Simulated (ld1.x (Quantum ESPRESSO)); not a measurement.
Ni: variants of one RRKJ potential

Base potential:

ld1.x (Quantum ESPRESSO) 7.5 input, shortened:

```
&input
   title='Ni', zed=28., rel=1, dft='PW91', iswitch=3,
   config='[Ar] 3d8.5 4s1.5 4p0'
 /
 &inputp
   pseudotype=2, tm=.false., rho0=0.001, lloc=0,
   nlcc=.true., rcore=1.00
 /
3
4P  2  1   0.00   0.00  3.75  3.75  0.0
3D  3  2   8.50   0.00  1.15  1.15  0.0
4S  1  0   1.50   0.00  1.55  1.55  0.0
 &test
   configts(1)='3d8.5 4s1.5 4p0'
 /
```

All-electron outer shells of the reference configuration (PW91, scalar-relativistic, ld1.x):

| shell | level (eV) | outermost node (bohr) | outermost maximum (bohr) |
| --- | --- | --- | --- |
| 3s | -108.34 | 0.30 | 0.64 |
| 3p | -68.79 | 0.27 | 0.65 |
| 3d | -6.66 | – | 0.63 |
| 4s | -5.10 | 0.92 | 2.29 |
| 4p | -1.02 | 1.01 | 3.38 |

Cutoffs, loose and tight: the cutoffs (Ry, on a coarse ladder) from which the occupation-weighted sum of valence levels, in a spherical-Bessel basis at the reference potential, stays within 10 and 1 mRy of its value at 400 Ry. They do not see the model core or the augmentation charge, which bear on the density cutoff. Test errors are all-electron minus pseudo excitation energies from the reference, over the configurations 3d8 4s2 4p0; 3d8 4s1 4p0; 3d8 4s0 4p0; 3d8 4s1.5 4p0; 3d9 4s1 4p0; 3d8 4s0 4p1; 3d7 4s2 4p1. A dash means not determined; rows that change the core or the reference have their own tests. The largest error is taken over the tests solved by every variant that gives reliable tests at all: 3d8 4s0 4p0; 3d8 4s0 4p1; 3d8 4s1 4p0; 3d8 4s1.5 4p0; 3d8 4s2 4p0; 3d9 4s1 4p0.

A true bound ghost makes a file unfit for plane-wave use even where its test errors are small: the radial tests pick states by their node count and pass the ghost by. Where a test does run into it, the solver fails or the error is huge.

| change | outcome | cutoff, loose | cutoff, tight | bound ghosts | largest test error (meV) |
| --- | --- | --- | --- | --- | --- |
| base | generated | 140 Ry | 200 Ry | none | -71 |
| all radii but the core radius scaled by about 1.04 (s 1.62, p 3.92, d 1.20 bohr) | generated | 120 Ry | 180 Ry | none | -66 |
| all radii but the core radius scaled by about 1.29 (s 2.00, p 4.84, d 1.48 bohr) | generated | 90 Ry | 140 Ry | none | -68 |
| all radii but the core radius scaled by about 1.34 (s 2.08, p 5.04, d 1.54 bohr) | generated | 80 Ry | 120 Ry | none | -70 |

Task: What comes out with this change to the base: all radii but the core radius scaled by about 1.16 (s 1.80, p 4.36, d 1.34 bohr)?

Result: outcome: generated; cutoff, loose: 100 Ry; cutoff, tight: 160 Ry; bound ghosts: none; largest test error (meV): -67.

Task: What comes out with this change to the base: all radii but the core radius scaled by about 0.89 (s 1.38, p 3.34, d 1.02 bohr)?

Result: outcome: generated; cutoff, loose: 160 Ry; cutoff, tight: 230 Ry; bound ghosts: p; largest test error (meV): -86.

Task: What comes out with this change to the base: all radii but the core radius scaled by about 0.79 (s 1.22, p 2.96, d 0.92 bohr)?

Result: outcome: generated; cutoff, loose: 200 Ry; cutoff, tight: 300 Ry; bound ghosts: p, s (extra level of the local part); largest test error (meV): +192.

Reading the sweep of the scale of all radii but the core radius (base = 1) (base included, trends over the rows without a ghost): The loose cutoff falls from 140 Ry at 1 to 80 Ry at 1.34. A larger radius leaves more room for a smooth pseudo-wave, so fewer plane waves are needed; a smaller one forces it to follow the all-electron wave where it bends sharply. The median size of the test errors (rows with all tests solved) falls from 62.1 meV at 1 to 47.8 meV at 1.34. This runs against the usual rule that a larger radius transfers worse; these runs do not show why. Bound ghosts are found at 0.79, 0.89.
